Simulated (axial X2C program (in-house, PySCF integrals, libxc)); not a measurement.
Low determinants of RbSi at the PBE0 level, with spin–orbit coupling

All values were computed with an axial X2C code built on PySCF integrals. Two-component (2c) means X2C with spin–orbit coupling and atomic mean-field two-electron Coulomb and Gaunt terms. Basis: Rb dyall-cv3z [12s13p8d4f1g], Si dyall-v3z [8s7p2d1f] (cores contracted in-house); Gaussian nuclei, density fitting, unrestricted open shells. Masses: Rb 84.912 u, Si 27.977 u.

Search at 3.153 Å (vertical energies from the lowest determinant):

```
ΔE (eV)    state  electrons beyond evenly filled partner blocks  electrons in ±ω = 1/2, 3/2, 5/2, 7/2
   0.00  Ω = 3/2                                        ω = 3/2                             36 13 2 0
   0.45  Ω = 1/2                          2 × ω = -1/2, ω = 3/2                             36 13 2 0
   0.98  Ω = 1/2                                        ω = 1/2                             37 12 2 0
   0.99  Ω = 5/2                           2 × ω = 1/2, ω = 3/2                             36 13 2 0
   1.01  Ω = 1/2                                        ω = 1/2                             35 14 2 0
   3.28  Ω = 7/2                           ω = 1/2, 2 × ω = 3/2                             35 14 2 0
   3.44  Ω = 5/2                          ω = -1/2, 2 × ω = 3/2                             35 14 2 0
```

Lowest determinant, Ω = 3/2 (⟨Sz⟩ = 1.50, ⟨Lz⟩ = 0.00 at PBE0): Re = 3.150 Å, ωe = 175.2 cm⁻¹.

The determinant in row 2 of the search, Ω = 1/2 (⟨Sz⟩ = 0.50, ⟨Lz⟩ = 0.00 at PBE0), was followed along the bond at PBE0; measured from the minimum of the lowest determinant it gives:

Te = 0.447 eV (3606 cm⁻¹), Re = 3.188 Å, ωe = 161.5 cm⁻¹.

Problem. Compare the bond of the determinant in row 2 with that of the lowest one.

Solution. At PBE0 its Re is 0.038 Å longer and its force constant, which goes as ωe², is 0.85 times that of the lowest determinant. This determinant mixes spin states, so it has no term energy of its own.

The search compares states at one distance, so a state with another bond length can lie lower; it is not exhaustive and yields mostly the lowest determinant of each block pattern, so other components and higher states of one pattern are missing. These are energies of single determinants, not of spin-adapted states; PBE0 term energies can be off by some tenths of an eV, and the functional has no current term. The lowest determinant need not be the ground state where others lie within half an eV.
